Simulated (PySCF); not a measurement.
Bonds (- single, = double, # triple, : aromatic): B1-O2, O2-C3, C3=C4, C4-C5, C5-C6, C6-C7, C7-C8, C8-C9, C5=O10, O10-B1, C9-C6. B1 carries H11, H12; C3 carries H13; C4 carries H14; C6 carries H15; C7 carries H16, H17; C8 carries H18, H19; C9 carries H20, H21. Formal charges: B1 -1, O10 +1. H17, H18, H21 are cis to C5 on the ring; H16, H19, H20 are trans to C5 on the ring.

Method: PBE0-D3(BJ)/def2-SVP structure, shielding tensors at PBE0/pcSseg-1 (GIAO), in PySCF 2.14.0 with density-fitted response routines (averaged over atoms made equivalent by symmetry, fast rotation or ring inversion, no solvent model, relativity neglected, a single conformation).

Referencing at the same level of theory: TMS for ¹³C.

Do the ¹³C shifts follow the atomic charges (in e)? Tabulate both.

Answers


```csv
atoms,hybridisation,δ (ppm),σ para (ppm),Hirshfeld,IAO,Mulliken,ESP-fitted
C5,sp2,207.6,-274,+0.17,+0.36,+0.39,+0.65
C3,sp2,185.4,-251,+0.12,+0.21,+0.31,+0.47
C4,sp2,101.6,-180,-0.12,-0.35,-0.32,-0.71
C6,sp3,41.5,-104,-0.03,-0.14,-0.34,-0.05
C7/C9,sp3,25.8,-91,-0.06,-0.25,-0.15,-0.09
C8,sp3,17.8,-88,-0.07,-0.26,-0.23,-0.06
```

Correlation coefficients of δ with charge over these carbons: Hirshfeld +0.84, IAO +0.86, Mulliken +0.87, ESP-fitted +0.62; with the paramagnetic shielding -1.00. With so few points, grouped by hybridisation, these coefficients are fragile. Charge is one influence among several: hybridisation and low-lying excitations act through the paramagnetic term.

Shifts are as computed. Against solution values, carbons near 30 ppm lie about +2 ppm off and those near 130 ppm about +5 ppm. Of 1313 compounds with measured shifts, 239 miss one by over three times the rms of a fit or turn the order of signals round; such compounds aren't used in these exercises.
